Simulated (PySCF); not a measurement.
Cartesian coordinates (Å):
```xyz
17

Hf     0.3448    -0.0724    -0.6507
Cl    -1.8161     0.0525    -1.6884
O      0.7732     1.6235     0.1679
C      1.2250     2.8095     0.7524
H      2.1460     3.1815     0.2476
H      1.4601     2.6608     1.8311
H      0.4488     3.6042     0.6774
O      1.6678    -0.4975    -1.9905
C      2.6858    -0.8634    -2.8750
H      3.5216    -0.1274    -2.8508
H      2.3006    -0.9108    -3.9186
H      3.1014    -1.8645    -2.6176
O      0.3253    -1.4535     0.6974
C      0.4082    -2.4264     1.6968
H      1.1361    -3.2234     1.4212
H     -0.5825    -2.9085     1.8580
H      0.7347    -1.9814     2.6645
```
Charge 0, multiplicity 1.

What HOMO–LUMO gap, dipole moment and LUMO does TPSSh-D3(BJ)/def2-TZVP // BP86-D3(BJ)/def2-SVP run with PySCF give?


```
Item              Value
-------------  --------
HOMO–LUMO gap   6.97 eV
dipole moment    3.58 D
LUMO           -0.20 eV
```
